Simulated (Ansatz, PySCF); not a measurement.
C₂H₆FGaO, SMILES C[O][Ga]([CH3])[F]. Atoms are numbered in the order given.

```xyz
11

Ga    -0.1291     0.0636     0.4169
F     -0.8360    -0.6086     1.8795
C      0.9900     1.6672     0.4826
H      1.3482     1.9464    -0.5180
H      1.8524     1.4801     1.1398
H      0.4068     2.4984     0.9064
O     -0.5933    -0.9159    -0.9972
C     -0.2129    -0.6777    -2.3283
H      0.3392    -1.5465    -2.7315
H     -1.1062    -0.5292    -2.9625
H      0.4347     0.2132    -2.4565
```

The structure is a stationary point at B3LYP-D3(BJ)/def2-SVP. The structure was generated by enumeration; whether it is a known compound was not checked. One conformer was computed; it need not be the lowest.

Two levels are set side by side: PBE-D3(BJ)/def2-SVP (Ansatz, a quantum-chemistry and plane-wave program) and B3LYP-D3(BJ)/def2-SVP (Ansatz). Each level has its own optimised geometry; the coordinates shown are those of the second. Frequencies come from the Hessian of PySCF at each geometry. Differences are taken from unrounded values.

| quantity | B3LYP-D3(BJ) | PBE-D3(BJ) | PBE-D3(BJ) minus B3LYP-D3(BJ) |
|---|---|---|---|
| mean bond length (Å) | 1.352 | 1.360 | 0.008 |
| bond Ga1–F2 (Å) | 1.758 | 1.769 | 0.011 |
| bond Ga1–C3 (Å) | 1.957 | 1.958 | 0.001 |
| bond Ga1–O7 (Å) | 1.782 | 1.797 | 0.015 |
| bond O7–C8 (Å) | 1.405 | 1.411 | 0.006 |
| bond C3–H4 (Å) | 1.099 | 1.106 | 0.007 |
| bond C3–H5 (Å) | 1.100 | 1.107 | 0.007 |
| bond C3–H6 (Å) | 1.100 | 1.107 | 0.007 |
| bond C8–H9 (Å) | 1.106 | 1.114 | 0.008 |
| bond C8–H10 (Å) | 1.106 | 1.114 | 0.008 |
| bond C8–H11 (Å) | 1.109 | 1.117 | 0.008 |
| highest harmonic wavenumber (cm⁻¹) | 3158 | 3111 | -47 |
| mean harmonic wavenumber (cm⁻¹) | 1287 | 1253 | -34 |
| zero-point energy (kcal/mol) | 49.66 | 48.36 | -1.30 |

GGA bonds tend to be longer and softer than those of functionals with exact exchange. Differences between two approximate levels are no errors against the true value.
